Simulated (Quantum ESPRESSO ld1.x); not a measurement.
Results of a calculation; reference values are marked as such.
Isoelectronic series with 20 electrons, all held in the configuration [Ar] 4s2, which need not be the ground one along the series. Level of theory: scalar-relativistic Kohn-Sham, PBE, spin-unpolarised, spherical densities, point nucleus (ld1.x of Quantum ESPRESSO 7.5). Total energies (hartree) and mean radii <r> (bohr):

| ion | E (hartree) | 4s | 3p | 3s | 2p |
|---|---|---|---|---|---|
| Ca | -680.326 | 4.020 | 1.271 | 1.156 | 0.3278 |
| Sc+ | -763.749 | 3.160 | 1.142 | 1.061 | 0.3077 |
| Ti2+ | -852.359 | 2.669 | 1.039 | 0.9808 | 0.2900 |
| V3+ | -946.154 | 2.335 | 0.9533 | 0.9116 | 0.2741 |
| Cr4+ | -1045.139 | 2.086 | 0.8814 | 0.8516 | 0.2598 |
| Mn5+ | -1149.323 | 1.892 | 0.8201 | 0.7989 | 0.2470 |
| Fe6+ | -1258.716 | 1.735 | 0.7670 | 0.7524 | 0.2353 |
| Co7+ | -1373.332 | 1.603 | 0.7206 | 0.7111 | 0.2246 |
| Ni8+ | -1493.187 | 1.492 | 0.6796 | 0.6740 | 0.2149 |
| Cu9+ | -1618.295 | 1.396 | 0.6431 | 0.6406 | 0.2059 |
| Zn10+ | -1748.675 | 1.313 | 0.6104 | 0.6103 | 0.1977 |
| Ga11+ | -1884.345 | 1.239 | 0.5809 | 0.5827 | 0.1900 |
| Ge12+ | -2025.326 | 1.173 | 0.5541 | 0.5575 | 0.1829 |
| As13+ | -2171.636 | 1.115 | 0.5298 | 0.5344 | 0.1764 |
| Se14+ | -2323.299 | 1.062 | 0.5075 | 0.5130 | 0.1702 |
